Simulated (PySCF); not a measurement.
Atom-mapped SMILES (the numbers label the heavy atoms): `[CH2:1]=[C:2]([CH3:3])[C:4](=[CH2:5])[C:6](=[CH2:7])[CH2:8][CH2:9][F:10]`. Hydrogens are named by the atom that carries them. Ha(C5) is cis to C2; Ha(C1) is cis to C3; Ha(C7) is cis to C4; Hb(C5) is trans to C2; Hb(C1) is trans to C3; Hb(C7) is trans to C4.

Computational details: GFN2-xTB structure, shielding tensors at PBE0/pcSseg-1 (GIAO), in PySCF 2.14.0 with density-fitted response routines (no relativistic terms, no solvent model, one computed conformer, fast rotation and ring inversion assumed for equivalent nuclei).

Scale: 13C (σ = 186.93 ppm) vs TMS (reference shieldings calculated alike).

Question: Do the 13C shifts follow the atomic charges (in e)? Tabulate both.

Answer: 
```json
{"atoms": "C4", "hybridisation": "sp2", "δ (ppm)": "159.3", "σ para (ppm)": "-233", "Hirshfeld": "+0.01", "IAO": "-0.00", "Mulliken": "-0.17", "ESP-fitted": "-0.01"}
{"atoms": "C2", "hybridisation": "sp2", "δ (ppm)": "155.4", "σ para (ppm)": "-230", "Hirshfeld": "+0.02", "IAO": "+0.02", "Mulliken": "-0.40", "ESP-fitted": "+0.39"}
{"atoms": "C6", "hybridisation": "sp2", "δ (ppm)": "154.3", "σ para (ppm)": "-231", "Hirshfeld": "+0.02", "IAO": "+0.01", "Mulliken": "-0.41", "ESP-fitted": "+0.06"}
{"atoms": "C7", "hybridisation": "sp2", "δ (ppm)": "127.3", "σ para (ppm)": "-194", "Hirshfeld": "-0.10", "IAO": "-0.32", "Mulliken": "-0.00", "ESP-fitted": "-0.49"}
{"atoms": "C1", "hybridisation": "sp2", "δ (ppm)": "126.1", "σ para (ppm)": "-196", "Hirshfeld": "-0.10", "IAO": "-0.32", "Mulliken": "-0.03", "ESP-fitted": "-0.67"}
{"atoms": "C5", "hybridisation": "sp2", "δ (ppm)": "114.1", "σ para (ppm)": "-182", "Hirshfeld": "-0.10", "IAO": "-0.33", "Mulliken": "-0.04", "ESP-fitted": "-0.46"}
{"atoms": "C9", "hybridisation": "sp3", "δ (ppm)": "86.1", "σ para (ppm)": "-147", "Hirshfeld": "+0.02", "IAO": "+0.05", "Mulliken": "+0.19", "ESP-fitted": "+0.31"}
{"atoms": "C8", "hybridisation": "sp3", "δ (ppm)": "44.8", "σ para (ppm)": "-106", "Hirshfeld": "-0.08", "IAO": "-0.27", "Mulliken": "-0.15", "ESP-fitted": "-0.17"}
{"atoms": "C3", "hybridisation": "sp3", "δ (ppm)": "25.2", "σ para (ppm)": "-85", "Hirshfeld": "-0.12", "IAO": "-0.42", "Mulliken": "-0.15", "ESP-fitted": "-0.56"}
```

Correlation coefficients of δ with charge over these carbons: Hirshfeld +0.52, IAO +0.57, Mulliken -0.36, ESP-fitted +0.33; with the paramagnetic shielding -1.00. Among the 6 sp2 carbons alone: Hirshfeld +0.96, IAO +0.97, Mulliken -0.80, ESP-fitted +0.86. With so few points, grouped by hybridisation, these coefficients are fragile. Charge is one influence among several: hybridisation and low-lying excitations act through the paramagnetic term.

Shifts are as computed. Against solution values, carbons near 30 ppm lie about +3 ppm off and those near 130 ppm about +5 ppm. Of 1211 compounds with measured shifts, 218 miss one by over three times the rms of a fit or turn the order of signals round; such compounds aren't used in these exercises.
